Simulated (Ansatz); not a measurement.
The same path of CH₈OSiSn (12 atoms, charge 0, multiplicity 1) was run twice with different band settings. Lost on the way: Si2–H8, O3–Sn4. Made: O3–H8.

These are results of RKS PBE-D4/def2-SVP (Ansatz 0.2.0), not measurements.

Relaxed end points:

```xyz
12
Properties=species:S:1:pos:R:3
C -1.113 1.596 -0.014
Si -0.932 -0.068 0.854
O 0.652 -0.612 0.850
Sn 1.817 -1.324 -0.626
H -0.805 1.534 -1.078
H -0.491 2.370 0.480
H -2.170 1.934 0.013
H -1.846 -1.068 0.175
H -1.356 0.065 2.293
H 1.968 -0.084 -1.824
H 1.045 -2.738 -1.256
H 3.307 -1.662 0.168
```

```xyz
12
Properties=species:S:1:pos:R:3
C -1.166 1.466 -0.247
Si -0.470 -0.042 0.628
O 0.323 0.537 2.007
Sn 1.215 -1.317 -0.883
H -0.355 2.151 -0.563
H -1.848 2.019 0.429
H -1.738 1.162 -1.147
H 0.763 -0.145 2.543
H -1.593 -0.987 0.998
H 2.274 -0.226 -1.715
H 0.450 -2.309 -2.081
H 2.221 -2.365 0.065
```

Common settings: movable images 7; climbing image yes; optimiser quadratic models (default); start path through a guess of the saddle point; force threshold 0.05 eV/Å; iteration limit 60; end points relaxed.

| run | spring |
| --- | --- |
| 1 | 5.0 eV/Å² |
| 2 | 0.1 eV/Å² |

Problem. What does each run give, and how far can it be trusted?

Solution. Run 1: converged after 33 iterations, highest image 2.827 eV above the first end. Neighbouring images differ by up to 2.8 eV, so the band resolves the path poorly. A vibrational analysis at the climbing image gives one clearly imaginary mode, 1296i cm⁻¹, and a faint second one (21i cm⁻¹) that may be numerical noise or a soft torsion: probably a first-order saddle point.
Run 2: converged after 26 iterations, highest image 2.470 eV above the first end. Neighbouring images differ by up to 2.3 eV, so the band resolves the path poorly. The order of the stationary point at the top wasn't checked.
The orbitals stay closed-shell, which can raise the energy where a bond breaks towards radicals; this wasn't checked here.
